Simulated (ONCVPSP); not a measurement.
# Before and after: ONCV potential for platinum

Pt, optimised norm-conserving Vanderbilt (ONCV), made with ONCVPSP 4.0.1 (PBE, fully relativistic). Core [Kr] 4d10 4f14, reference 5s2 5p6 5d9 6s1. Waves: 5s+6s: rc 1.35 bohr, ncon 3, nbas 6, qcut 8.7 1/bohr, 2 projectors; 5p: rc 1.40 bohr, ncon 4, nbas 7, qcut 9.1 1/bohr, 2 projectors, debl 3.4 Ha; 5d: rc 2.15 bohr, ncon 3, nbas 7, qcut 8.1 1/bohr, 2 projectors, debl 0.5 Ha. Local part: polynomial inside 0.85 bohr (lpopt 5, dvloc0 -1 Ha). Core correction: Teter function, fcfact 2, rcfact 1.45.

Open shells are filled in proportion to 2j + 1.

Change: d: rc 2.36.

Cutoffs: the cutoffs (Ha) at which the residual kinetic energy of the hardest occupied pseudo-wave falls to 1 and 0.1 mHa per electron; they do not see the model core or the augmentation charge, which bear on the density cutoff. Errors are all-electron minus pseudo energies relative to the spin-unpolarised reference configuration.

Q: How do hardness, ghosts and transferability respond?

A: The potential gets neither clearly harder nor softer (32 Ha and 37 Ha → 32 Ha and 37 Ha); the bound ghosts move from s to d, s; of the 4 tests that both files solve, the error grows in 3 and shrinks in 0 by more than 15 % and 0.3 meV (median size 2.4 → 7.5 meV). More of the atom is replaced by a form fitted at one configuration, so other configurations suffer.

```csv
quantity,base,changed
"cutoff, loose",32 Ha,32 Ha
"cutoff, tight",37 Ha,37 Ha
loose cutoff by channel,"s 29 Ha, p 32 Ha, d 19 Ha","s 29 Ha, p 32 Ha, d 18 Ha"
bound ghosts,s,"s, d5/2"
GHOST(+) flags under 300 eV,"p3/2 at 216.0 eV, p1/2 at 261.9 eV","d3/2 at 121.2 eV, p3/2 at 216.0 eV, p1/2 at 261.9 eV"
"error for 5s2 5p6 5d9 6s0, meV [ΔE 9.21 eV]",-0.3,+0.2
"error for 5s2 5p6 5d8 6s0, meV [ΔE 29.19 eV]",+1.3,+1.9
"error for 5s2 5p6 5d7 6s0, meV [ΔE 61.41 eV]",+3.5,+13
"error for 5s1 5p6 5d9 6s1, meV [ΔE 108.32 eV]",-157,-201
s: phases at 1.37 bohr within 0.05 rad from the reference energy up to (Ha; the scan ends near 5),to the end of the scan,to the end of the scan
p3/2: phases at 1.42 bohr within 0.05 rad from the reference energy up to (Ha; the scan ends near 5),to the end of the scan,to the end of the scan
p1/2: phases at 1.42 bohr within 0.05 rad from the reference energy up to (Ha; the scan ends near 5),to the end of the scan,to the end of the scan
"rms error of d²Exc/dni dnj with the model core, mHa",4.62,4.63
```

 A true bound ghost makes a file unfit for plane-wave use even where its test errors are small: the radial tests pick states by their node count and pass the ghost by.
